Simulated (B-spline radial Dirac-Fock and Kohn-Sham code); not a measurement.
# Ionisation of each subshell: Xe⁶⁺

System: Xe⁶⁺ in the configuration [Kr] 4d10 5s2, inside a Watson sphere of charge -6 and radius 2.7 Å (a model of the Madelung potential; inside it an electron's potential energy is raised by 32.0 eV); nuclear rms radius 4.7859 fm (A = 132).

Input of the calculation (task.json; shells as n, l, electrons):

```json
{"items": [{
  "Z": 54,
  "q": 6,
  "cfg": [[1, 0, 2], [2, 0, 2], [2, 1, 6], [3, 0, 2], [3, 1, 6], [3, 2, 10], [4, 0, 2], [4, 1, 6], [4, 2, 10], [5, 0, 2]],
  "A": 132,
  "rrms": 4.7859,
  "watson": [-6, 2.7],
  "do": ["binding"]
}]}
```

Command: `python xray_run.py task.json out`

Level of theory: Dirac-Fock ΔSCF + Breit + QED; a radial finite-basis atomic code. The model has no electron correlation. Energies are counted from the vacuum level.

All terms are in eV, carry their sign (relaxation lowers the binding energy) and add up to the binding energy; ⟨r⟩ is the mean radius of the orbital in the initial state.

```tsv
subshell	−ε (Koopmans)	relaxation	Gaunt	retardation	self-energy	vacuum polarisation	binding energy	⟨r⟩ (bohr)
K (1s)	34802.3	-64.53	-88.97	7.27	-48.52	6.82	34614.3	0.027
L1 (2s)	5554.8	-33.15	-8.35	0.50	-6.09	0.79	5508.5	0.114
L2 (2p1/2)	5206.9	-36.80	-14.87	1.66	0.38	-0.02	5157.2	0.096
L3 (2p3/2)	4881.0	-35.38	-10.64	2.00	-0.18	-0.04	4836.7	0.102
M1 (3s)	1215.1	-12.83	-1.21	0.05	-1.25	0.16	1200.0	0.305
M2 (3p1/2)	1069.4	-13.41	-2.32	0.24	0.08	-0.01	1054.0	0.295
M3 (3p3/2)	1005.8	-12.84	-1.52	0.31	-0.02	-0.01	991.8	0.307
M4 (3d3/2)	752.9	-14.48	-0.72	0.04	0.12	-0.01	737.9	0.278
M5 (3d5/2)	739.7	-14.25	-0.37	0.04	0.08	-0.01	725.2	0.281
N1 (4s)	272.8	-3.04	-0.21	0.01	-0.26	0.03	269.4	0.716
N2 (4p1/2)	218.7	-2.90	-0.40	0.04	0.03	0.00	215.4	0.746
N3 (4p3/2)	205.8	-2.69	-0.24	0.06	0.01	0.00	203.0	0.771
N4 (4d3/2)	116.7	-2.28	-0.05	0.00	0.03	0.00	114.4	0.856
N5 (4d5/2)	114.6	-2.20	0.01	0.00	0.02	0.00	112.4	0.866
O1 (5s)	57.91	-0.22	-0.04	0.00	-0.05	0.01	57.61	1.664
```

For the deepest level, K (1s), the Breit terms make up -0.236 % of the binding energy, QED -0.120 % and orbital relaxation -0.186 %.

Spin-orbit splittings: 2p 320.5 eV, 3p 62.21 eV, 3d 12.69 eV, 4p 12.47 eV, 4d 2.00 eV.
